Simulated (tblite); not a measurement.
Species: C₅H₅N₂S (doublet state).
Structure used (GFN2-xTB), in Å, numbered top down from 1:
```xyz
13
C5H5N2S angstrom
C      2.4874   -0.4414    0.1800
C      1.5946    0.5077   -0.1546
S      2.0696    2.0784   -0.6867
C      0.1661    0.2488   -0.0831
N     -0.7464    1.0973   -0.3893
C     -1.9972    0.4391   -0.1778
C     -1.5742   -0.9191    0.2967
N     -0.3026   -1.0105    0.3457
H      2.1486   -1.4095    0.5062
H      3.5455   -0.2544    0.1292
H     -2.5728    0.4064   -1.1064
H     -2.5941    0.9849    0.5575
H     -2.2291   -1.7271    0.5648
```

Method: GFN2-xTB as coded in tblite; computed harmonic values from a numerical Hessian at the method's own geometry, unscaled. Errors from tens to a few hundred cm⁻¹ against measured bands are possible. One conformer, not necessarily the lowest. Open shells enter through the occupations alone, without spin polarisation, and single modes of such species can be off by tens of per cent.

Harmonic wavenumbers (cm⁻¹): 49.2, 134.7, 166.3, 287.1, 361.0, 400.6, 456.4, 575.7, 581.1, 686.2, 768.4, 792.3, 859.9, 870.4, 905.8, 932.5, 964.5, 1028.8, 1049.0, 1073.0, 1178.7, 1207.1, 1258.6, 1349.3, 1361.3, 1531.6, 1571.6, 1636.5, 2943.4, 2969.1, 3108.4, 3142.0, 3152.0.

A = 3932, B = 1289, C = 976.7 MHz; mass 125.017 u (most abundant isotopes); point group Cs, symmetry number 1; spin multiplicity 2.

**Question.** What is the zero-point energy?

**Answer.** Half the sum of the wavenumbers: 19676 cm⁻¹ = 235.38 kJ/mol.

**Question.** What is S at 350 K and 1 bar for an ideal gas of classical rigid rotors and harmonic oscillators?

**Answer.** Translation 172.41, rotation 121.51, vibration 87.99, spin (R ln 2) 5.76: S = 387.7 J/(mol K).

**Question.** And Cp and H(350 K) − H(0)?

**Answer.** Cp = 136.38 J/(mol K), of which vibrations give 103.12 (their classical limit is 33 R = 274.4); H(350 K) − H(0) = 28.48 kJ/mol without the zero-point energy, 16.84 from vibrations.

**Question.** Blend soft modes into free rotors: weight 1/[1 + (100 cm⁻¹/ν̃)⁴] for the oscillator and the rest for a rotor with moment μB/(μ + B), μ = h/(8π²ν), B = 10⁻⁴⁴ kg m². What vibrational entropy results?

**Answer.** 81.72 J/(mol K) in place of 87.99, which changes −T·S at 350 K by +2.19 kJ/mol.

**Question.** What must be added to the electronic energy to get the Gibbs energy at 350 K and 1 bar?

**Answer.** ZPE + [H(350 K) − H(0)] − T·S = 235.38 + 28.48 − 135.69 = 128.17 kJ/mol.

Hindered rotation and anharmonicity are outside this model. Other conformers, if any are populated, would add a mixing term that is left out.
